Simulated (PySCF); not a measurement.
Fine-structure interval along the 19-electron series

Calculated with PySCF 2.14 and a two-component X2C-1e Hamiltonian (Gaussian nucleus, no Breit or QED terms), each ion in its own even-tempered basis scaled to its charge; GMP2 freezes [Ne] and drops the highest virtual spinors. Values in cm⁻¹.

```json
{"ion": "Tc²⁴⁺", "configuration": "[Ar] 3d1", "GHF (screened spin-orbit)": "42446", "GMP2 (screened spin-orbit)": "42287", "GHF (bare spin-orbit)": "55321"}
{"ion": "Rh²⁶⁺", "configuration": "[Ar] 3d1", "GHF (screened spin-orbit)": "53965", "GMP2 (screened spin-orbit)": "53834", "GHF (bare spin-orbit)": "69413"}
```

Fill in the row of Ru²⁵⁺.

configuration: [Ar] 3d1; GHF (screened spin-orbit): 47946; GMP2 (screened spin-orbit): 47803; GHF (bare spin-orbit): 62069.
